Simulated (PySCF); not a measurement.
H5N2O2Ta, SMILES [OH][Ta]([NH2])([NH2])=[O], multiplicity 1. Atoms are numbered in the order given.

```xyz
10

Ta    -0.0350     0.0148     0.0000
O     -1.7443    -0.2038     0.0000
O      0.5279     1.8514     0.0000
H      0.0967     2.7088     0.0000
N      0.6331    -0.8791    -1.6459
H      0.0609    -1.4221    -2.2862
H      1.6035    -0.9111    -1.9481
N      0.6331    -0.8791     1.6459
H      0.0609    -1.4221     2.2862
H      1.6035    -0.9111     1.9481
```

Geometry optimised at PBE0-D3(BJ)/def2-SVP. The spin state was assumed, not searched. The def2 effective core potentials stand for the cores of Ta; spin–orbit coupling is left out. The values are those of a single conformer.

Level of theory: TDDFT-PBE/def2-SVPD run with PySCF.

Vertical excitations. Isolated molecule, no solvent. State labels are in the subgroup Cs.

Problem. Estimate the UV-visible absorptions. (The exact figures need the calculation; the answer reports its results.)

Solution. 
```csv
state,symmetry,energy (eV),λ (nm),f,main pairs
S1,A',5.04,246,0.014,HOMO→LUMO 95 %
S2,A",5.13,242,0.012,HOMO→LUMO+1 88 %
S3,A",5.44,228,0.022,"HOMO→LUMO+2 59 %, HOMO−1→LUMO 31 %"
S4,A",5.77,215,0.030,"HOMO−1→LUMO 59 %, HOMO→LUMO+3 17 %, HOMO→LUMO+2 15 %"
S5,A',5.84,212,0.016,HOMO−1→LUMO+1 88 %
S6,A",6.01,206,0.034,HOMO→LUMO+3 79 %
S7,A',6.17,201,0.013,"HOMO−1→LUMO+2 55 %, HOMO→LUMO+4 34 %"
S8,A",6.23,199,0.001,HOMO→LUMO+5 99 %
S9,A',6.29,197,0.001,"HOMO→LUMO+4 59 %, HOMO−1→LUMO+2 18 %, HOMO→LUMO+6 13 %"
S10,A",6.50,191,0.002,HOMO−3→LUMO 83 %
T1,A',4.75,261,0,HOMO→LUMO 98 %
T2,A",4.91,253,0,"HOMO→LUMO+1 66 %, HOMO→LUMO+2 30 %"
T3,A",5.04,246,0,"HOMO→LUMO+2 64 %, HOMO→LUMO+1 33 %"
T4,A",5.47,226,0,HOMO−1→LUMO 94 %
```
Triplets are in the Tamm–Dancoff approximation, which puts them higher than full response would, so one can lie above its singlet here.
